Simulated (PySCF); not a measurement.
A GIAO shielding run with PySCF 2.14.0 with density-fitted response routines (density fitting, non-relativistic, gas phase) on `NCCN[Si@H](N)F`, C2H10FN3Si:

```
$ OMP_NUM_THREADS=1 python probes_run.py task.json out

{"job": {"kind": "nmr", "xc": "PBE0", "basis": "pcSseg-1"}, "charge": 0, "multiplicity": 1}
N     -1.871769     0.730044     1.112012
C     -2.016714     0.265979    -0.252549
C     -0.692023     0.072166    -1.019199
N      0.171459    -0.906683    -0.412844
Si     1.498152    -0.597479     0.616587
N      2.706136     0.231230    -0.273513
F      2.096549    -2.049413     0.961175
H     -1.325677     0.062099     1.645918
H     -1.373986     1.614454     1.129896
H     -2.553766    -0.686747    -0.220801
H     -2.635161     0.988714    -0.792065
H     -0.924762    -0.226992    -2.048641
H     -0.152667     1.021587    -1.054603
H     -0.261127    -1.816022    -0.357485
H      1.197353    -0.033582     1.935084
H      3.643346     0.265510     0.089467
H      2.487662     1.077165    -0.769426
```

Hardware: 1 thread of an Arm Neoverse N1, shared host. The job also computes population analyses, field gradients.

Task: How large is the calculation?

Result: 66 electrons, 176 basis functions and 924 auxiliary functions.

Task: How long does it take, and how much memory does it need?

Result: 57 s of wall time, with 13 SCF cycles and 4 response iterations; peak memory 0.8 GiB. Times on a shared host scatter by some tens of per cent.
